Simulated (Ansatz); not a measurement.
I₂, charge +1, doublet, geometry from GFN2-xTB (a state made from the parent by changing its charge; the spin is typed, not shown lowest) (core potentials on I). Base run: Ansatz (a program for electronic structure) with B3LYP/def2-SVP.

Here is a job for Ansatz.
Ansatz 0.2 input:
```yaml
crystal:
  periodic: [false, false, false]
  atoms:
    - {symbol: I, position_ang: [-0.00000000, -0.00000000, -1.31100831]}
    - {symbol: I, position_ang: [0.00000000, 0.00000000, 1.31100831]}
basis:
  gaussian:
    orbitals: def2-SVP
hamiltonian:
  xc: b3lyp
total_charge: 1
magnetization: {spin_polarized: true, initial_magnetization: 1}
```

The base run was repeated with changes; each row names its change, and settings that it needs were set with it.

| change | ΔE vs base (eV) |
|---|---|
| base | 0.00 |
| occupation = up:Ag:6 Au:1 B1g:2 B1u:5 B2g:3 B2u:2 B3g:3 B3u:3 down:Ag:6 Au:1 B1g:1 B1u:5 B2g:2 B2u:3 B3g:3 B3u:3 | 17.53 |
| occupation = up:Ag:6 Au:1 B1g:1 B1u:4 B2g:4 B2u:3 B3g:3 B3u:3 down:Ag:6 Au:1 B1g:1 B1u:5 B2g:2 B2u:3 B3g:3 B3u:3 | 28.18 |
| symmetry_tolerance_ang = 0.01 | 0.00 |
| occupation = up:Ag:7 Au:1 B1g:1 B1u:5 B2g:3 B2u:2 B3g:3 B3u:3 down:Ag:6 Au:1 B1g:1 B1u:5 B2g:2 B2u:3 B3g:3 B3u:3 | 13.61 |
| occupation = up:Ag:6 Au:1 B1g:1 B1u:5 B2g:2 B2u:4 B3g:3 B3u:3 down:Ag:6 Au:1 B1g:1 B1u:5 B2g:2 B2u:3 B3g:3 B3u:3 | 14.15 |
| occupation = up:Ag:6 Au:1 B1g:1 B1u:5 B2g:3 B2u:3 B3g:3 B3u:3 down:Ag:6 Au:1 B1g:1 B1u:5 B2g:2 B2u:3 B3g:3 B3u:3 | 0.00 |
